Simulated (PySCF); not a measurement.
C5H10O2Si.
Numbering: `[CH2:1]=[CH:2][CH2:3][SiH:4]1[O:5][CH2:6][CH2:7][O:8]1` (hydrogens: H9, H10 on C1; H11 on C2; H12, H13 on C3; H14 on Si4; H15, H16 on C6; H17, H18 on C7)

The geometry is computed with GFN2-xTB (gas phase).

Question: What internal coordinates does the optimisation give?

Answer: 
```tsv
bond	length (Å)	order
C1=C2	1.320	double
C2–C3	1.488	single
C3–Si4	1.892	single
Si4–O5, Si4–O8	1.641	single
O5–C6, C7–O8	1.397	single
C6–C7	1.545	single
C1–H9	1.078	single
C1–H10	1.076	single
C2–H11	1.082	single
C3–H12, C3–H13	1.090	single
Si4–H14	1.463	single
C6–H15, C7–H17	1.093	single
C6–H16, C7–H18	1.094	single
```

Bonds in one row agree within 0.01 Å and their mean is given. Orders are formal, as drawn. A selection of angles:
```tsv
angle	degrees
C1–C2–C3	124.7
C2–C3–Si4	110.7
C3–Si4–O5	112.5
C3–Si4–O8	113.8
O5–Si4–O8	96.6
Si4–O5–C6	111.0
O5–C6–C7	108.2
```

Dihedral angles: C1–C2–C3–Si4 -115° (anticlinal); C2–C3–Si4–O5 67° (synclinal); C3–Si4–O5–C6 135° (anticlinal); Si4–O5–C6–C7 -20° (synperiplanar); O5–C6–C7–O8 16° (synperiplanar); C6–C7–O8–Si4 -4° (synperiplanar); C3–Si4–O8–C7 -125° (anticlinal). The mirror-image conformer, all signs reversed, is as good.

The C–C distances run from 1.320 Å (C1=C2, drawn double) to 1.545 Å (C6–C7, drawn single), a spread of 0.225 Å. Of the pairs four or more bonds apart, H9···H13 is among the closest relative to their van der Waals radii: 2.42 Å, 101 % of the sum of Bondi's values. The 5-membered ring Si4–O5–C6–C7–O8 has internal angles of 96.6° to 112.1°; it is puckered, 0.08 Å rms from its mean plane, widest ring torsion 20°. Si4 (oxygen-bound silicon) has angles from 96.6° to 113.8°.

Point group: C1 (no symmetry element, even within 0.4 Å). GFN2-xTB frequencies: not computed here. One conformer, not necessarily the lowest.
